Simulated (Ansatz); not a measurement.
Sn17AsH28⁻, 46 atoms. Hardware: 4 threads of AMD EPYC 7R13 on a shared host and a share (37 GiB) of an NVIDIA H100 80GB HBM3.

In the def2 sets Sn takes a core potential; there is no spin–orbit coupling. Correlated methods freeze 77 core orbitals; core or outer-core shells of Sn, As are correlated, in sets that lack core-valence functions. Single mean-field runs in def2-SVP, def2-TZVP are fitted with def2-universal-jkfit.

Task: How many basis functions does each of these Ansatz runs have, and roughly what does it cost? PBE-D4/def2-SVP, charge -1 triplet, relaxation, 34 steps; B2PLYP/def2-SVP, charge -1 triplet, energy, from earlier orbitals; r2SCAN-D4/def2-SVP, charge -1 triplet, energy, from earlier orbitals; B97M-V/def2-SVP, charge -1 singlet, energy, from earlier orbitals; MP2/def2-SVP, charge -1 singlet, energy, from earlier orbitals; r2SCAN-D4/def2-SVP, charge 0 doublet at the geometry of the charge -1 singlet, energy, from earlier orbitals; PBE-D4/def2-SVP, charge -1 singlet, relaxation, 63 steps; PBE-D4/def2-SVP, charge 0 doublet at the geometry of the charge -1 singlet, energy, from earlier orbitals; PBE-D4/def2-TZVP, charge -1 singlet, energy, from earlier orbitals; PBE0-D4/def2-SVP, charge -1 triplet, energy, from earlier orbitals; B2PLYP/def2-SVP, charge -1 singlet, energy, from earlier orbitals; PBE0-D4/def2-SVP, charge -1 singlet, energy and forces, from earlier orbitals.

Result: Other jobs shared the machine, so times can vary by a factor of up to 3.

```json
{"run": "PBE-D4/def2-SVP, charge 0 doublet at the geometry of the charge -1 singlet, energy, from earlier orbitals", "functions": "614", "fitting or Cholesky vectors": "4476", "wall time": "8 s", "peak host memory (GiB)": "1.4"}
{"run": "r2SCAN-D4/def2-SVP, charge -1 triplet, energy, from earlier orbitals", "functions": "614", "fitting or Cholesky vectors": "4476", "wall time": "8.5 s", "peak host memory (GiB)": "1.7"}
{"run": "PBE-D4/def2-TZVP, charge -1 singlet, energy, from earlier orbitals", "functions": "1066", "fitting or Cholesky vectors": "4476", "wall time": "9.5 s", "peak host memory (GiB)": "1.4"}
{"run": "PBE0-D4/def2-SVP, charge -1 triplet, energy, from earlier orbitals", "functions": "614", "fitting or Cholesky vectors": "4476", "wall time": "9.5 s", "peak host memory (GiB)": "1.4"}
{"run": "r2SCAN-D4/def2-SVP, charge 0 doublet at the geometry of the charge -1 singlet, energy, from earlier orbitals", "functions": "614", "fitting or Cholesky vectors": "4476", "wall time": "9.6 s", "peak host memory (GiB)": "1.8"}
{"run": "PBE0-D4/def2-SVP, charge -1 singlet, energy and forces, from earlier orbitals", "functions": "614", "fitting or Cholesky vectors": "4476", "wall time": "11 s", "peak host memory (GiB)": "3.5"}
{"run": "B97M-V/def2-SVP, charge -1 singlet, energy, from earlier orbitals", "functions": "614", "fitting or Cholesky vectors": "4476", "wall time": "12 s", "peak host memory (GiB)": "1.6"}
{"run": "B2PLYP/def2-SVP, charge -1 singlet, energy, from earlier orbitals", "functions": "614", "fitting or Cholesky vectors": "4476", "wall time": "13 s", "peak host memory (GiB)": "4.8"}
{"run": "MP2/def2-SVP, charge -1 singlet, energy, from earlier orbitals", "functions": "614", "fitting or Cholesky vectors": "7557", "wall time": "17 s", "peak host memory (GiB)": "2"}
{"run": "B2PLYP/def2-SVP, charge -1 triplet, energy, from earlier orbitals", "functions": "614", "fitting or Cholesky vectors": "4476", "wall time": "19 s", "peak host memory (GiB)": "5"}
{"run": "PBE-D4/def2-SVP, charge -1 triplet, relaxation, 34 steps", "functions": "614", "fitting or Cholesky vectors": "4476", "wall time": "3.7 min", "peak host memory (GiB)": "1.4"}
{"run": "PBE-D4/def2-SVP, charge -1 singlet, relaxation, 63 steps", "functions": "614", "fitting or Cholesky vectors": "4476", "wall time": "6.5 min", "peak host memory (GiB)": "1.4"}
```
